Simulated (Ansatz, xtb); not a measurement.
# BFGe2H4: where a starting geometry ends

The starting geometry of this gas-phase singlet was built from a drawn formula by distance geometry; its bonds are those of `F/[B]=[GeH]/[GeH3]`.

```xyz
8

B    -0.9548   -0.6291   -0.0078
F    -2.2171   -0.8593   -0.1912
Ge    0.5077   -0.5332    1.0808
Ge    2.5850    0.0883    0.0433
H     0.8841   -1.6543    2.1345
H     2.2344    1.5075   -0.3219
H     4.0003    0.0714    0.7846
H     2.6112   -0.7851   -1.2272
```

**Question.** Predict what becomes of its bonds when it is optimised with r2SCAN-D4/def2-SVP.

**Answer.** A new bond forms, giving a structure with H5 bridging Ge3 and B1, given below by its coordinates. Distances that change by over a tenth: Ge3–H5 (1.58 → 1.82 Å). Contacts that close: B1–H5 (3.00 → 1.38 Å).

The energy falls by 1.49 eV over 26 steps:

| step | E − E(last) (eV) |
| --- | --- |
| 1 | 1.491 |
| 4 | 0.517 |
| 7 | 0.420 |
| 9 | 0.378 |
| 12 | 0.323 |
| 15 | 0.217 |
| 18 | 0.042 |
| 20 | 0.014 |
| 23 | 0.000 |
| 26 | 0.000 |

Final geometry (Å):

```xyz
8

B    -0.1927   -0.8343    0.4578
F    -0.7607   -1.4344   -0.5577
Ge    0.4895    0.0807    2.0106
Ge    2.1233    0.1812    0.0446
H     0.4644   -1.6236    1.3803
H     2.2022    1.6875   -0.2562
H     3.5041   -0.3182    0.5070
H     1.8206   -0.5329   -1.2913
```

From the same start GFN2-xTB ends elsewhere, at `F[B]([GeH])[GeH3]`.

The end wasn't checked by frequencies. Run with Ansatz 0.2.0, 37 s on 2 threads of Intel(R) Xeon(R) 6975P-C (Granite Rapids), on a shared host.
